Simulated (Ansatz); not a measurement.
Start from `[SiH3]OBO[SiH3]` and change one atom or group to get `NBO[SiH3]`.

Ansatz, PBE0-D4/def2-TZVP geometries, multiplicity 1. Each molecule was computed in one conformer, which needn't be the lowest.

```
                                      property  `[SiH3]OBO[SiH3]`
       HOMO–LUMO gap (ωB97M-V/def2-TZVPP) / eV              13.02
             LUMO energy (PBE/def2-TZVPP) / eV              -0.81
            LUMO energy (PBE0/def2-TZVPP) / eV               0.06
            HOMO energy (PBE0/def2-TZVPP) / eV              -9.04
size of the dipole moment (PBE/def2-TZVPP) / D               0.88
         LUMO energy (ωB97M-V/def2-TZVPP) / eV               1.67
```

Problem. Give the same properties after the change, and the shifts. (An estimate is asked.)

Solution. Computed: 
```csv
property,`NBO[SiH3]`,shift
HOMO–LUMO gap (ωB97M-V/def2-TZVPP) / eV,12.39,-0.63
LUMO energy (PBE/def2-TZVPP) / eV,-0.39,0.42
LUMO energy (PBE0/def2-TZVPP) / eV,0.47,0.41
HOMO energy (PBE0/def2-TZVPP) / eV,-7.95,1.09
size of the dipole moment (PBE/def2-TZVPP) / D,1.41,0.53
LUMO energy (ωB97M-V/def2-TZVPP) / eV,2.07,0.40
```

With PBE0 the HOMO rises by 1.09 eV and the LUMO rises by 0.41 eV, so the gap narrows by about 0.68 eV. PBE moves the HOMO by 1.06 eV and ωB97M-V by 1.02 eV. The zero-point energy changes by -8.4 kJ/mol with -6 modes. Dipoles are sizes alone; their direction can turn.
